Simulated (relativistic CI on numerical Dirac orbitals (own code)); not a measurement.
# W LXXIV: sensitivity of the levels to the model

Base calculation: Dirac-Coulomb-Breit CI, orbitals from a KLI potential per configuration, model QED.

Configurations in the expansion: 1s, 2s, 2p, 3s, 3p, 3d, 4s, 4p, 4d, 4f, 5s, 5p, 5d, 5f, 5g, 6s, 6p, 6d. Levels of other configurations are missing.

The lowest level and the first level of each name with at least 55 % of one term (blank where a level has no safe partner in the second run):

```tsv
Level	Base (eV)	Shift (eV)
1s 2S_1/2	0.0	0.0
2p 2P°_1/2	60114.4	+122.0
2s 2S_1/2	60138.6	+102.3
2p 2P°_3/2	61781.6	+120.5
3p 2P°_1/2	71773.0	+123.9
3s 2S_1/2	71780.2	+118.0
3d 2D_3/2	72268.4	+124.6
3p 2P°_3/2	72269.5	+123.4
3d 2D_5/2	72409.9	+124.3
4p 2P°_1/2	75781.7	+124.3
4s 2S_1/2	75784.7	+121.8
4d 2D_3/2	75989.2	+124.5
4p 2P°_3/2	75989.7	+124.1
4f 2F°_5/2	76049.2	+124.6
```

(1) One thing was changed in a second run, which moved the levels as shown. Which?
A. Breit term removed
B. configuration mixing switched off
C. QED terms removed
D. non-relativistic limit

Answers

(1) C. QED terms removed. QED shifts follow the density of s (and p1/2) electrons at the nucleus, so configurations move by their count of such electrons; where none moves, the smaller shifts of p3/2 electrons and of j = l + 1/2 against j = l − 1/2 set the pattern.
